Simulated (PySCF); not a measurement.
BrSi, doublet, geometry from GFN2-xTB. Base run: TPSS/def2-SVP in PySCF.

Here is a job for PySCF.
```python
from pyscf import gto, scf, dft

mol = gto.M(
    atom='''
Si   -0.000000   -0.000000   -1.673922
Br    0.000000    0.000000    0.669569
''',
    basis='def2-svp',
    charge=0,
    spin=1,
    verbose=5,
)

mf = dft.UKS(mol)
mf.xc = 'tpss'
mf.kernel()
mf.analyze()
```

The base run was repeated with changes; each row names its change, and settings that it needs were set with it.

```
change                             ΔE vs base (mEh)  fitting functions  dipole (D)
---------------------------------  ----------------  -----------------  ----------
base                                          0.000                  -        1.15
auxbasis = even-tempered beta=3.0           -19.853                309        1.17
auxbasis = def2-universal-jkfit              -0.042                394        1.15
auxbasis = cc-pvqz-jkfit                     -0.086                366        1.15
auxbasis = def2-universal-jfit               -0.149                109        1.15
auxbasis = cc-pvtz-ri                       -9717.0                288        1.10
auxbasis = autoaux                           -0.025                465        1.15
auxbasis = even-tempered beta=2.0            -0.089                469        1.15
auxbasis = even-tempered beta=1.6            -0.003                684        1.15
auxbasis = cc-pvdz-jkfit                     -0.107                283        1.15
```

A fitting set is made for a task (jfit for Coulomb, jkfit for Coulomb and exchange, ri for correlation) and for a family of orbital bases.

Open shells are given as the SCF converged; they aren't shown to be the lowest states, and a large step between rows can be another state.
